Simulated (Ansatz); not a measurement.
Molecule: sum formula H$_{3}$B$_{2}$O, charge 0, multiplicity 2. It need not be the lowest isomer of its formula. 
Coordinates optimised at B3LYP-D3(BJ)/def2-TZVP (Ansatz, a quantum-chemistry and plane-wave program):
SMILES: [BH]OB
```xyz
6

O     -0.0797    -0.0515     0.0044
B     -1.1709    -0.7681    -0.0015
H     -1.8232    -1.0261     0.9661
B      1.0536     0.6688    -0.1266
H      0.9534     1.8370    -0.3328
H      2.0938     0.0981    -0.0277
```
Charge 0, spin multiplicity 2.

Parts of the frozen-core correlation energy in 6-31G* (Ansatz, hartree). Frozen orbitals: 3; correlated occupied orbitals by spin: 8 and 7; virtual: 40 and 41. UHF or UKS for open shells. Spin-orbit coupling is left out. Non-relativistic.

```
term                            value
-------------------------  ----------
reference (HF)             -125.98020
MP2 opposite-spin            -0.23072
MP2 same-spin                       …
CCSD correlation                    …
(T)                                 …
T1 diagnostic                   0.023
largest doubles amplitude       0.030
<S^2> of the reference          0.754
```

Question: Some entries are withheld; supply them.

Answer: 
- MP2 same-spin, value: -0.07479
- CCSD correlation, value: -0.33079
- (T), value: -0.00914
